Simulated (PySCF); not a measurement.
Compound: F2H6OSi4.
Z-matrix (Å and degrees, GFN2-xTB geometry), rows numbered from 1:
```
F 
Si  1  1.6211
Si  2  2.2858  1  103.80
F   3  1.6328  2  106.92  1   -94.63
O   3  1.6711  2  105.16  1   157.01
Si  5  1.6551  3  114.84  2  -146.52
Si  6  2.3473  5   86.43  3     4.41
H   2  1.4624  1  102.75  3   121.59
H   2  1.4634  1  102.82  3  -125.80
H   6  1.4611  5  105.18  3   125.90
H   6  1.4607  5  107.15  3  -116.08
H   7  1.4717  3  116.73  2    -3.26
H   7  1.4706  3  118.93  2  -131.83
```

Theory: PySCF 2.14.0, density-fitted response routines, TDDFT CAM-B3LYP/def2-SVPD, vertical, gas phase, core orbitals frozen in the response.

Computed states:

```tsv
state	E (eV)	f
S1	5.08	0.275
S2	5.54	0.0091
S3	5.71	0.017
S4	6.32	0.021
S5	6.47	0.022
S6	6.72	0.066
S7	6.98	0.060
S8	7.03	0.014
```

Each state is given a Gaussian of 0.4 eV full width at half maximum, with ε(max) = 2.175×10⁸ f / Δν̃ (Δν̃ the width in cm⁻¹). The width is an assumption, not a result. The curve ends short of the highest state used, and states not computed would add to its high-energy end.

(1) Give the broadened spectrum and its maxima.

(2) On this curve, what absorbance would a 10⁻⁴ mol/L sample give at 248 nm over a 1 cm path?

(3) Coming from long wavelengths, where does ε first pass 100 L mol⁻¹ cm⁻¹?

(4) Does any computed singlet lie in the visible range?

Answers

(1) 
```csv
E (eV),ε (L mol⁻¹ cm⁻¹)
4.48,37
4.56,176
4.65,769
4.73,2258
4.82,5818
4.90,10664
4.99,16174
5.07,18512
5.16,16564
5.24,11940
5.33,6568
5.41,3456
5.50,1984
5.58,1693
5.67,1623
5.75,1420
5.84,1019
5.92,687
6.01,571
6.09,808
6.18,1436
6.26,2174
6.35,2993
6.43,3654
```

Maxima: 244 nm (5.08 eV), ε about 19000, made up of S1 (100%) (ε in L mol⁻¹ cm⁻¹; maxima over ε = 5, shares over 10%). At its high-energy end, 6.43 eV, the curve is still rising (ε about 3700, from S4, S5 and S6).

(2) 248 nm is 4.999 eV, where ε is about 17000 L mol⁻¹ cm⁻¹, so A = ε c l ≈ 1.7 (Beer–Lambert, with the gas-phase spectrum and the assumed width).

(3) At about 274 nm (4.53 eV), 0.55 eV below S1.

(4) No computed singlet lies in the visible range (380 to 750 nm); the lowest, at 244 nm, stands 1.82 eV above its violet end (3.26 eV).

On an Intel Xeon at 2.70 GHz with one thread, no GPU (shared host), this took 91 s (with the writing of density and orbital grids) and 0.98 GiB of memory at its peak.

One conformer stands for the species.
